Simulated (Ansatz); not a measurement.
Question: Name a neutral molecule of C, Mo, N, O and H with HOMO–LUMO gap (PBE/def2-TZVPP) between 3.75 and 4.05 eV and LUMO energy (PBE/def2-TZVPP) between -1.35 and -1.05 eV (Ansatz, PBE0-D4/def2-TZVP geometry).

Answer: `C[N]=[Mo]([NH2])(=[N]C)[O]C` (4.00 eV, -1.32 eV). Other molecules can fit too; these were computed, each in one conformer that needn't be the lowest.
